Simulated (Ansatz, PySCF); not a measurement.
Molecule: C$_{3}$H$_{8}$ClSi (charge -1, singlet). It need not be the lowest isomer of its formula. Whether it binds its extra electron was not tested at this geometry. 
Geometry from a B3LYP-D3(BJ)/def2-TZVP (Ansatz, a quantum-chemistry and plane-wave program) optimisation:
```xyz
13

Si    -0.2462     0.0531    -0.4286
Cl     0.3934    -0.5206     1.7047
C     -1.7677    -0.4637    -1.0989
C      1.2844    -0.6296    -1.3122
C     -0.0654     1.9275    -0.2198
H     -1.9006    -1.4978    -1.4120
H     -2.6938     0.0048    -0.7701
H      1.2169    -1.7182    -1.3832
H      2.2011    -0.3844    -0.7720
H      1.3475    -0.2282    -2.3272
H     -0.0496     2.4186    -1.1965
H     -0.9157     2.3218     0.3426
H      0.8456     2.1836     0.3250
```
Charge -1, spin multiplicity 1.

Total electronic energies in hartree. Cores are frozen in the correlated levels unless marked. Spin-orbit coupling is left out. Non-relativistic. 

```csv
level,program,energy (Eh)
HF/6-31G,Ansatz,-866.59537
HF/cc-pV(D+d)Z,Ansatz,-866.74853
HF/def2-TZVPD,PySCF,-866.81081
RI-HF/cc-pV(Q+d)Z,Ansatz,-866.83697
revPBE-D3(BJ)/def2-TZVPD,Ansatz + dftd3,-868.81941
r2SCAN-D4/def2-TZVPD,Ansatz + dftd4,-868.84809
PBE0/def2-SVP,Ansatz,-868.14424
PBE0-D3(BJ)/def2-TZVP,Ansatz + dftd3,-868.55727
PBE0/def2-TZVP,Ansatz,-868.54679
PBE0/def2-TZVPD,Ansatz,-868.55166
PBE0/def2-QZVPP,Ansatz,-868.58314
BHLYP/def2-TZVPD,Ansatz,-868.89252
CAM-B3LYP-D4/def2-TZVPD,Ansatz + dftd4,-868.93477
B2GP-PLYP-D4/def2-TZVPD,Ansatz + dftd4,-868.49530
B2GP-PLYP/def2-TZVPD,Ansatz,-868.48966
B2PLYP-D3(BJ)/def2-TZVPD,Ansatz + dftd3,-868.61179
B2PLYP/def2-TZVPD,Ansatz,-868.60175
SCS-MP2/cc-pwCVTZ,Ansatz,-867.69768
CCSD/6-31G,Ansatz,-867.01981
CCSD/cc-pV(D+d)Z,Ansatz,-867.49644
CCSD(T)/6-31G,Ansatz,-867.03021
CCSD(T)/cc-pV(T+d)Z,Ansatz,-867.78101
```

Totals of different functionals don't rank their quality; only differences between species are comparable.
